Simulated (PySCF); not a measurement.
Worked example: chemical shift, span and skew from a shielding tensor

C3H6GaNO, SMILES O=C=[N][Ga]([CH3])[CH3]. Atoms are numbered in the order given.

```xyz
12

Ga    -0.6019     0.2580    -0.2851
C     -2.0744    -1.0252    -0.3058
H     -1.7682    -1.9334    -0.8480
H     -2.9821    -0.6203    -0.7745
H     -2.3138    -1.3294     0.7254
C     -0.4558     2.1088    -0.8919
H      0.3331     2.1863    -1.6565
H     -0.1549     2.7526    -0.0505
H     -1.3958     2.4914    -1.3133
N      0.9561    -0.4086     0.4533
C      1.9655    -0.8421     0.9305
O      2.9545    -1.2667     1.3981
```

The structure is a stationary point at PBE0-D3(BJ)/def2-SVP. One conformer was computed; it need not be the lowest.

GIAO shieldings from PBE/pcSseg-1 (PySCF), non-relativistic, no solvent. The symmetric part of the tensor of C2 has the principal values 168.0, 181.7, 193.5 ppm. The same nucleus in TMS has σ = 182.0 ppm at this level (PySCF, at its B3LYP-D3(BJ)/def2-TZVP geometry).

Problem. Work out the isotropic shielding, the ¹³C shift against TMS, the span and the skew.

Solution. 
σ(iso) = (σ11 + σ22 + σ33)/3 = 181.1 ppm. δ = σ(ref) − σ(iso) = 182.0 − (181.1) = 0.9 ppm.
Span Ω = σ33 − σ11 = 25.5 ppm. Skew κ = 3(σ(iso) − σ22)/Ω = -0.07. Tumbling in solution averages the tensor to δ; in a static solid the shielding alone would spread this spin-1/2 line over Ω.
